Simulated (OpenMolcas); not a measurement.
Pt2+ in CaF2: curves along the breathing mode

Pt2+ with its 8 nearest fluoride ions, on the Ca site of CaF2 (a = 5.46294 Å, distance in the model lattice 2.366 Å). The rest of the host is ab initio model potentials to 7.6 Å and point charges beyond; the distance is set by hand and nothing relaxes. Ligand basis ANO-RCC-VDZP.

```yaml
Program: OpenMolcas 26.06
Method: "SS-CASPT2, IPEA 0.25 Eh, imaginary shift 0.1 Eh (closed shells correlated: 5s 5p and the ligand valence shells)"
Basis: ANO-RCC-VDZP [7s6p4d2f]
Scalar_Hamiltonian: DKH2, point nucleus
Active_space: 8 electrons in 5 orbitals (5d)
State_averaging: 2S+1 = 3 even, 10 roots; 2S+1 = 1 even, 15 roots
Spin-orbit_coupling: RASSI with atomic mean-field integrals over the reference wave functions
```

Spin-free energies (labels of O, the rotations of Oh) in cm-1 above the lowest fitted minimum, as all ligands move together:

| R (Å) | 3T1 | 1T2 | 1E | 1A1 | 3A2 | 1E(2) | 1A1(2) |
| --- | --- | --- | --- | --- | --- | --- | --- |
| 2.133 | 4930 | 13620 | 14150 | 24960 | 36120 | 46820 | 60270 |
| 2.183 | 750 | 9500 | 10040 | 20610 | 28370 | 39160 | 52910 |
| 2.234 | 180 | 8960 | 9530 | 19840 | 24710 | 35590 | 49620 |
| 2.284 | 2750 | 11550 | 12150 | 22180 | 24680 | 35690 | 49970 |
| 2.334 | 8040 | 16760 | 17430 | 27170 | 27690 | 38790 | 53360 |
| 2.384 | 15500 | 24260 | 24980 | 34440 | 33330 | 44460 | 59340 |
| 2.435 | 25260 | 33940 | 34710 | 43900 | 41400 | 52620 | 67760 |

Cubic fits give the following; the wavenumber is harmonic, with the mass of all moving ligands, small differences in it between states hang on the degree of the fit, a number in brackets counts states of one label, and the table is a selection of at most 14 states with clean curves.

```tsv
State	R0 (Å)	Breathing mode (cm-1)	Minimum (cm-1)
3T1	2.217	536	0
1T2	2.217	534	8770
1E	2.216	536	9330
1A1	2.221	532	19720
3A2	2.259	542	24260
1E(2)	2.258	543	35210
1A1(2)	2.254	546	49350
```

The minimum of 3A2 is shifted by +0.0423 Å against 3T1 (from the unrounded fits). With M = 152.0 u for the moving shell, the Huang-Rhys factor in this mode is S = M ω ΔR² / 2ħ = 0.01483 × 152.0 × 536 × 0.0423² = 2.16. Only the first shell moves, against a rigid host.

Roots that are degenerate in the reference are averaged as groups; the widest CASPT2 spread within a group is 380 cm-1 (the 3-fold group of multiplicity 1 near 22600 cm-1 above the lowest state of its run, R = 2.334). Shifts and gaps below about the spread of the groups concerned are not significant. Over all roots computed the reference weight is 0.68 to 0.69 in R = 2.133, 0.68 to 0.69 in R = 2.183, 0.68 to 0.69 in R = 2.234, 0.68 to 0.69 in R = 2.284, 0.68 to 0.69 in R = 2.334, 0.68 to 0.69 in R = 2.384, 0.68 to 0.69 in R = 2.435; a low but even weight reflects the number of correlated electrons. Real 4d8 and 5d8 ions are as a rule square planar and diamagnetic. Ligand-to-metal charge-transfer states are missing. With no ligand orbital active B as a rule stays too high, so bands that hang on it stand too high and its fall with covalency is understated. With one d shell and no ligand orbital active, 10Dq can be off by a tenth or more. Free-ion shares, where given, are those of the reference states; single-state CASPT2 does not remix them (holds for R = 2.384; R = 2.435). No measured value stands beside these numbers.
